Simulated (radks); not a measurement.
Excited configurations of Tc IV: one electron is placed in a higher orbital outside [Kr] 4d3. The ground configuration is [Kr] 4d4. All-electron calculation, scalar-relativistic Kohn-Sham, r2SCAN, spin-polarised, spherical densities, finite nucleus; open shells are filled with parallel spins first (spin-orbit coupling, left out, can overturn this in heavy ions); meta-GGA in the generalised Kohn-Sham scheme; Fermi nuclear charge, rms radius 4.4112 fm. Program: a radial shooting solver on a logarithmic mesh with Libxc functionals. Excitation = E - E(ground); binding = E(ion) - E, where the ion is the core of charge +4; n* = 4/sqrt(2 binding) in atomic units, and the quantum defect is n - n*.

outer orbital	excitation (eV)	binding (eV)	n*	eigenvalue (eV)	<r> (bohr)
4f	28.334	15.165	3.789	-12.382	3.582
5s	9.358	34.142	2.525	-30.593	2.519
5p	16.453	27.047	2.837	-23.924	2.920
5d	25.511	17.989	3.479	-15.646	3.938
5f	33.417	10.083	4.646	-8.649	6.500
6p	28.829	14.671	3.852	-13.154	5.488
6d	32.679	10.821	4.485	-9.585	6.968
6f	36.501	6.999	5.577	-6.140	10.20
7s	32.941	10.559	4.541	-9.538	7.883
7p	34.228	9.272	4.845	-8.347	8.759
7d	36.238	7.262	5.475	-6.490	10.72
7f	38.395	5.104	6.531	-4.534	14.65

The Delta-SCF ionisation energy is 43.500 eV (NIST Atomic Spectra Database: 41 eV, theoretical). Self-interaction in the functional shifts the binding energies and quantum defects, so they are the method's values and not measured ones. Open shells are spherical and high-spin; term and fine-structure splittings are not resolved.
